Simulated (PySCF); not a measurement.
First SCF of a structure search on singlet Zr(OH)2, at a hand-made linear (heavy-atom frame) geometry. PySCF input:

```python
from pyscf import gto, scf, dft
mol = gto.M(atom='''
Zr     0.000000     0.000000     0.000000
O      0.000000     0.000000     2.170000
O      0.000000     0.000000    -2.170000
H     -0.735400     0.000000     2.787100
H      0.735400     0.000000    -2.787100''',
    basis={'Zr': 'def2-TZVP', 'O': 'def2-TZVP', 'H': 'def2-TZVP'},
    ecp={'Zr': 'def2-TZVP'},
    charge=0, spin=0)
mf = dft.RKS(mol, xc='PBE0')
mf.grids.atom_grid = (50, 194)
aux = {'Zr': 'def2-universal-JKFIT', 'O': 'def2-universal-JKFIT', 'H': 'def2-universal-JKFIT'}
mf = mf.density_fit(auxbasis=aux)
mf.conv_tol = 1e-08
mf.diis_space = 10
mf.max_cycle = 60
mf.init_guess = 'minao'
mf.verbose = 4
mf.kernel()
```

Excerpt of the output (cycles and frontier levels); where DIIS stalls, ADIIS, DIIS with a small level shift and a second-order solver take over in turn:

```
init E= -192.989618774412
cycle= 1 E= -198.215057859605  delta_E= -5.23  |g|= 1.19  |ddm|= 4.49
  HOMO = -0.0132538700828562  LUMO = 0.0263192918763809  gap/eV = 1.07684
cycle= 2 E= -197.821147302833  delta_E= 0.394  |g|= 1.74  |ddm|=  3.7
  HOMO = -0.155349968777843  LUMO = -0.142395957974447  gap/eV = 0.35250
cycle= 3 E= -198.553918521728  delta_E= -0.733  |g|= 0.152  |ddm|= 3.28
  HOMO = -0.137341407651146  LUMO = -0.0966743670474131  gap/eV = 1.10661
cycle= 4 E= -198.560630627563  delta_E= -0.00671  |g|= 0.0264  |ddm|= 0.175
  HOMO = -0.136642970904351  LUMO = -0.0925051815914522  gap/eV = 1.20105
cycle= 5 E= -198.560554020219  delta_E= 7.66e-05  |g|= 0.0279  |ddm|= 0.039
  HOMO = -0.141269961299251  LUMO = -0.096059618303336  gap/eV = 1.23024
cycle= 6 E= -198.560763868178  delta_E= -0.00021  |g|= 0.0032  |ddm|= 0.0263
  HOMO = -0.141398775920777  LUMO = -0.0961861104103434  gap/eV = 1.23030
cycle= 7 E= -198.560766567717  delta_E= -2.7e-06  |g|= 0.00117  |ddm|= 0.00456
... 97 lines left out ...
cycle= 56 E= -198.560777703945  delta_E= 6.47e-07  |g|= 0.000136  |ddm|= 0.0335
  HOMO = -0.142875902571358  LUMO = -0.0981205214528948  gap/eV = 1.21786
cycle= 57 E= -198.560777759846  delta_E= -5.59e-08  |g|= 0.000132  |ddm|= 0.00284
  HOMO = -0.142683215652763  LUMO = -0.097842149378728  gap/eV = 1.22019
cycle= 58 E= -198.560777369088  delta_E= 3.91e-07  |g|= 0.000181  |ddm|= 0.0174
  HOMO = -0.142892917273645  LUMO = -0.0981445121660478  gap/eV = 1.21767
cycle= 59 E= -198.560777788963  delta_E= -4.2e-07  |g|= 0.000129  |ddm|= 0.0189
  HOMO = -0.143092425646859  LUMO = -0.0984164164929382  gap/eV = 1.21570
cycle= 60 E= -198.560778111931  delta_E= -3.23e-07  |g|= 0.000128  |ddm|= 0.0175
SCF not converged.
init E= -192.989618774412
cycle= 1 E= -198.215057859605  delta_E= -5.23  |g|= 1.19  |ddm|= 4.49
  HOMO = -0.0132538700828562  LUMO = 0.0263192918763809  gap/eV = 1.07684
cycle= 2 E= -197.821147302833  delta_E= 0.394  |g|= 1.74  |ddm|=  3.7
  HOMO = -0.120365072095868  LUMO = -0.113641160734854  gap/eV = 0.18297
cycle= 3 E= -198.552374027548  delta_E= -0.731  |g|= 0.208  |ddm|= 3.11
  HOMO = -0.173278907194131  LUMO = -0.127588138775145  gap/eV = 1.24331
cycle= 4 E= -198.550572152072  delta_E= 0.0018  |g|= 0.224  |ddm|= 0.418
  HOMO = -0.148866517466889  LUMO = -0.106374014759105  gap/eV = 1.15628
cycle= 5 E= -198.56069628778  delta_E= -0.0101  |g|= 0.0313  |ddm|= 0.193
  HOMO = -0.144261755939016  LUMO = -0.101590448421572  gap/eV = 1.16115
cycle= 6 E= -198.55999386479  delta_E= 0.000702  |g|= 0.0682  |ddm|= 0.0849
  HOMO = -0.14747032793295  LUMO = -0.104202080871154  gap/eV = 1.17739
cycle= 7 E= -198.560931522481  delta_E= -0.000938  |g|= 0.0155  |ddm|= 0.0344
... 17 lines left out ...
cycle= 16 E= -198.56243392942  delta_E= -0.000343  |g|= 0.0452  |ddm|= 0.126
  HOMO = -0.157144757533597  LUMO = -0.112096394083284  gap/eV = 1.22583
cycle= 17 E= -198.561784893412  delta_E= 0.000649  |g|= 0.106  |ddm|= 0.208
  HOMO = -0.164632869189688  LUMO = -0.119349678103262  gap/eV = 1.23222
cycle= 18 E= -198.564461746922  delta_E= -0.00268  |g|= 0.024  |ddm|= 0.103
  HOMO = -0.166875390778959  LUMO = -0.119359315320324  gap/eV = 1.29298
cycle= 19 E= -198.566027654189  delta_E= -0.00157  |g|= 0.0537  |ddm|= 0.233
  HOMO = -0.18021782563028  LUMO = -0.130960690552172  gap/eV = 1.34035
cycle= 20 E= -198.566620096213  delta_E= -0.000592  |g|= 0.108  |ddm|= 0.278
SCF not converged.
init E= -198.566620096213
  HOMO = -0.172142354311482  LUMO = -0.0166306231976295  gap/eV = 4.23169
cycle= 1 E= -198.563760004612  delta_E= 0.00286  |g|= 0.188  |ddm|= 0.176
  HOMO = -0.194940791481667  LUMO = -0.0435074578802778  gap/eV = 4.12071
cycle= 2 E= -198.551762934588  delta_E= 0.012  |g|= 0.324  |ddm|= 0.298
  HOMO = -0.184347583356384  LUMO = -0.0283047370300832  gap/eV = 4.24614
cycle= 3 E= -198.571566049533  delta_E= -0.0198  |g|= 0.0426  |ddm|= 0.15
  HOMO = -0.184962906885431  LUMO = -0.0279786516442446  gap/eV = 4.27176
cycle= 4 E= -198.572671180698  delta_E= -0.00111  |g|= 0.0177  |ddm|= 0.067
  HOMO = -0.186295827035643  LUMO = -0.0286011242710417  gap/eV = 4.29109
cycle= 5 E= -198.573229807986  delta_E= -0.000559  |g|= 0.0204  |ddm|= 0.0555
  HOMO = -0.18601929012409  LUMO = -0.0282285386728699  gap/eV = 4.29371
cycle= 6 E= -198.573492986609  delta_E= -0.000263  |g|= 0.0243  |ddm|= 0.0288
  HOMO = -0.192978390260901  LUMO = -0.0315754340381961  gap/eV = 4.39200
... 26 lines left out ...
cycle= 20 E= -198.578302640942  delta_E= -2e-07  |g|= 0.000206  |ddm|= 0.00209
  HOMO = -0.20371520731258  LUMO = -0.0340303149440262  gap/eV = 4.61736
cycle= 21 E= -198.578302703077  delta_E= -6.21e-08  |g|= 0.000109  |ddm|= 0.00107
  HOMO = -0.203714079969295  LUMO = -0.0340285881285064  gap/eV = 4.61738
cycle= 22 E= -198.578302722678  delta_E= -1.96e-08  |g|= 5.84e-05  |ddm|= 0.000641
  HOMO = -0.203714511444034  LUMO = -0.0340291438923905  gap/eV = 4.61737
cycle= 23 E= -198.578302727989  delta_E= -5.31e-09  |g|= 2.85e-05  |ddm|= 0.000318
  HOMO = -0.203718839577892  LUMO = -0.13403442605558  gap/eV = 1.89621
Extra cycle  E= -198.57830272965  delta_E= -1.66e-09  |g|= 2.9e-05  |ddm|= 0.000208
converged SCF energy = -198.57830272965
```

No lower solution of this spin was found from smeared starts or by a stability analysis within the restricted form, which does not test spin polarisation.

At the minimum of this search the closed-shell solution is unstable towards spin polarisation, so a lower open-shell solution exists.

The search for the lowest solution, 3 starts and the stability check together, took 11 s on 4 threads of a shared Arm Neoverse V1 host, with 114 basis functions; the process peaked at 0.59 GiB. Launch command: `OMP_NUM_THREADS=4 python axn.py task.json out`.
